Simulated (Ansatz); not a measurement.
System: SeF3, charge -1, multiplicity 1. SMILES of the parent species: F[Se](F)F
Geometry from a B3LYP-D3(BJ)/def2-TZVP (Ansatz, a quantum-chemistry and plane-wave program) optimisation:
```
Se
F 1 1.7928
F 1 1.9430 2 87.04
F 1 1.9430 2 87.04 3 -180.00
```
Charge -1, spin multiplicity 1.

Parts of the frozen-core correlation energy in STO-3G (Ansatz, hartree). Frozen orbitals: 17; correlated occupied orbitals by spin: 14 and 14; virtual: 2 and 2. Spin-orbit coupling is left out. No relativistic terms. The restricted reference is unstable.

```
term                             value
-------------------------  -----------
reference (HF)             -2667.32690
MP2 opposite-spin                  ___
MP2 same-spin                 -0.00359
CCSD correlation                   ___
(T)                                ___
FCI minus CCSD(T)             -0.00177
T1 diagnostic                    0.015
largest doubles amplitude        0.246
```

Question: Fill in the missing entries.

Answer: 
- MP2 opposite-spin, value: -0.07538
- CCSD correlation, value: -0.10692
- (T), value: -0.00447
